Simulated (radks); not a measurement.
Tb II, configuration [Xe] 4f9 6s1. Method: Dirac Kohn-Sham, PBE, spin-unpolarised, spherical densities, point nucleus; open shells are shared between the two j in proportion to 2j + 1; computed with a radial shooting solver on a logarithmic mesh with Libxc functionals.

Spin-orbit splittings of the eigenvalues, e(l+1/2) - e(l-1/2), with zeta = 2 splitting/(2l+1) and mean radii in bohr:

shell,occ.,splitting (eV),zeta (eV),<r> j=l-1/2,<r> j=l+1/2
2p,6,746.6,497.8,0.07589,0.08284
3p,6,154.1,102.8,0.2286,0.2418
3d,10,33.63,13.45,0.2141,0.2182
4p,6,34.30,22.87,0.5528,0.5829
4d,10,6.195,2.478,0.6177,0.6284
4f,9,0.7855,0.2244,0.8922,0.9120
5p,6,4.379,2.919,1.499,1.602
